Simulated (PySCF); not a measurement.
Compound: C2H5NOSi.
SMILES: `O[Si@H](C#N)C`

Torsions of this conformer, `[CH3:1][Si@H:2]([OH:3])[C:4]#[N:5]`: H–O3–Si2–C1 -178°.

The closed-shell ground state was solved at several levels (PySCF, density fitting, gas phase, non-relativistic). One conformer (not necessarily the lowest) at the PBE0-D3(BJ)/def2-SVP geometry, without solvent, vibrations or thermal averaging.

```json
{"level": "PBE0/def2-SVPD", "basis functions": "147", "HOMO (eV)": "-9.35", "LUMO (eV)": "-0.83", "gap (eV)": "8.52", "dipole (D)": "3.29"}
{"level": "wB97X-D/pcSseg-2", "basis functions": "257", "HOMO (eV)": "-11.24", "LUMO (eV)": "0.94", "gap (eV)": "12.18", "dipole (D)": "3.28"}
```

(1) What might PBE0/pcSseg-1 (117 basis functions) give for the same quantities?

(2) Over all these levels, which gives the widest orbital gap and which the narrowest?

(3) How far do the dipole and the HOMO energy spread over the levels?

Results:

(1) HOMO -9.32 eV, LUMO -0.67 eV, gap 8.65 eV, dipole 3.22 D.

(2) wB97X-D/pcSseg-2 (range-separated hybrid) has the widest, 12.18 eV, and PBE0/def2-SVPD (global hybrid, 25 % exact exchange) the narrowest, 8.52 eV. Functional and basis both differ between the two, so the spread mixes both effects.

(3) The dipole runs from 3.22 to 3.29 D (mean 3.26 D) and the HOMO from -11.24 to -9.32 eV.
